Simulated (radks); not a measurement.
Values are calculated unless marked as measured or tabulated.
Q: These are the eigenvalues of the occupied orbitals of an atom or ion with whole-number occupations (eV). Code: a radial shooting solver on a logarithmic mesh with Libxc functionals. Model: scalar-relativistic Kohn-Sham, SCAN, spin-polarised, spherical densities, finite nucleus; meta-GGA in the generalised Kohn-Sham scheme; Fermi nuclear charge, rms radius of each element as measured or else 0.836 A^(1/3) + 0.57 fm.

| orbital | eigenvalue |
|---|---|
| 1s up | -78021.24 |
| 1s down | -78021.16 |
| 2s up | -15185.66 |
| 2s down | -15184.52 |
| 2p up | -13431.10 |
| 2p down | -13430.04 |
| 3s up | -4905.138 |
| 3s down | -4904.462 |
| 3p up | -4387.083 |
| 3p down | -4386.272 |
| 3d up | -3830.160 |
| 3d down | -3828.924 |
| 4s up | -2231.680 |
| 4s down | -2226.955 |
| 4p up | -2039.297 |
| 4p down | -2034.683 |
| 4d up | -1818.706 |

Which element is it, and in what charge state? The configuration may be excited. Open shells, if any, are filled with parallel spins first.

A: Z = 77, iridium, charge +40: Ir40+ in [Kr] 4d1. The list shows which subshells hold electrons but not how many an open one holds; the 1s level, -2867.2 hartree, gives Z - s = 75.7 by -(Z - s)^2/2, which with screening and relativity narrows Z to a few neighbours, and the depths of the outer levels then fix element, charge and occupations together.
